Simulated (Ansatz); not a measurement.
Cost and result for the atomization energy of C4H12SSiZn (`[CH3][Zn][S][Si](C)(C)C`) (19 atoms, 18 bonds).

```xyz
19

C     0.7613    3.7390    0.5692
Zn    0.3302    2.2636   -0.6056
S    -0.1534    0.6198   -1.9321
Si   -0.2370   -0.9444   -0.4657
C    -1.5939   -0.6093    0.7823
C    -0.6020   -2.5176   -1.4055
C     1.3993   -1.0964    0.4351
H     0.6496    3.4392    1.6136
H     1.7912    4.0676    0.4155
H     0.0976    4.5863    0.3843
H    -2.5548   -0.4695    0.2821
H    -1.6898   -1.4450    1.4824
H    -1.3874    0.2910    1.3683
H    -0.6651   -3.3686   -0.7210
H    -1.5508   -2.4394   -1.9412
H     0.1824   -2.7248   -2.1368
H     1.6206   -0.2008    1.0231
H     2.2190   -1.2439   -0.2717
H     1.3830   -1.9469    1.1236
```

Charge 0, multiplicity 1. For Zn the d shell is correlated and the shells below it are frozen. Scalar relativity is left out up to krypton. The structure was optimised at the PBE0-D4/def2-TZVP level. It is one conformer, not always the lowest. Program: Ansatz. All runs use 2 threads of an AMD EPYC 7R13 on a shared host and a share of an NVIDIA H100 80 GB. Times are those of one run each, without the atoms' runs, and a repeat can differ threefold. Electronic energies, without spin–orbit coupling; frozen cores. CCSD(T)/CBS adds CCSD(T) − MP2 in def2-TZVPP to the MP2 limit, and its time is that of the two runs behind it. T1 = 0.012. With those shells the extrapolation isn't a true limit. B3LYP takes the VWN-RPA correlation (the form of Gaussian; ORCA's B3LYP/G). HSE06 is the plane-wave form, built on full-range PBE exchange.

CCSD(T)/CBS is a level of theory with its own doubt, some kJ/mol a heavy atom from the limit and from the frozen cores, so smaller differences don't rank the functionals.

```tsv
level	functions	wall time	atomization (kJ/mol)	difference from CCSD(T)/CBS	per bond
CCSD(T)/def2-SVP	183	3.1 s	6520.1	-361.5	-20.1
CAM-B3LYP-D4/def2-TZVPP	440	4.9 s	6888.8	7.2	0.4
ωB97X-V/def2-TZVPP	440	6 s	6908.2	26.6	1.5
LDA (SPW92)/def2-TZVPP	440	6.5 s	7733.7	852.1	47.3
r2SCAN-D4/def2-TZVPP (with forces)	440	7.5 s	6919.8	38.2	2.1
PBE-D4/def2-TZVPP (with forces)	440	7.5 s	6953.4	71.8	4.0
r2SCANh-D4/def2-TZVPP	440	8 s	6897.0	15.4	0.9
HSE06-D4/def2-TZVPP	440	8 s	6909.2	27.6	1.5
B97M-V/def2-TZVPP	440	9 s	6901.2	19.6	1.1
B3LYP-D4/def2-TZVPP (with forces)	440	12 s	6856.5	-25.1	-1.4
MP2/def2-QZVPP	828	12 s	6887.0	5.4	0.3
CCSD(T)/def2-TZVPP	440	36 s	6720.9	-160.7	-8.9
CCSD(T)/CBS(def2)	–	48 s	6881.6	0.0	0.0
```

From PBE to PBE0 (25 % exact exchange), in def2-TZVPP and without D4, the atomization energy moves by −41.2 kJ/mol: exact exchange takes away binding that semilocal exchange gives to molecules. The D4 term adds +79.2 kJ/mol with B3LYP and +42.9 kJ/mol with PBE0; it sums over pairs of atoms, weighted by their polarisabilities, and B3LYP, whose exchange is more repulsive, gets the larger term. At CCSD(T), def2-SVP lies −361.6 kJ/mol from the extrapolated value and def2-TZVPP −160.7 kJ/mol: correlation converges slowly with the basis, and small sets miss more of it in the bonded molecule than in its fragments.
